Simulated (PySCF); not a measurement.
Ionisation energy of Os⁶⁰⁺ by level of theory

Os⁶⁰⁺ [Ne] 3s2 3p4 [3p1/2^2 3p3/2^2, M_J = 2] → Os⁶¹⁺ [Ne] 3s2 3p3 [3p1/2^2 3p3/2^1, M_J = 3/2], as a difference of total energies. Calculation: PySCF 2.14, in an uncontracted even-tempered set (18 s from 19 bohr⁻², ratio 2.4; 14 p from 24 bohr⁻², ratio 2.4; 4 d from 86 bohr⁻², ratio 2.6; 4 f from 130 bohr⁻², ratio 2.6); the two-component X2C-1e Hamiltonian. Correlated levels: 1s2 frozen; the 48 highest virtual spinors dropped. "Screened" scales the spin-orbit matrix elements by Boettger's factors to mimic the two-electron term; Breit and QED terms are absent.

| method | ionisation energy (eV) |
| --- | --- |
| GHF (spin-free) | 6479.6 |
| GMP2 (spin-free) | 6481.0 |
| GHF (screened spin-orbit) | 6380.4 |
| GMP2 (screened spin-orbit) | 6380.9 |

Breit and QED terms and the two-electron picture change are absent.

The spin-free rows relax to the high-spin LS determinant and lack the spin-orbit shift.

The labels give the starting determinants; with spin-orbit coupling the two ends relaxed to ⟨J²⟩ = 6.00, ⟨L²⟩ = 3.31, ⟨S²⟩ = 1.41 and ⟨J²⟩ = 3.75, ⟨L²⟩ = 2.61, ⟨S²⟩ = 1.50.

For comparison: 6376 ± 10 eV (theoretical estimate listed by NIST; NIST Atomic Spectra Database, ionization energies).
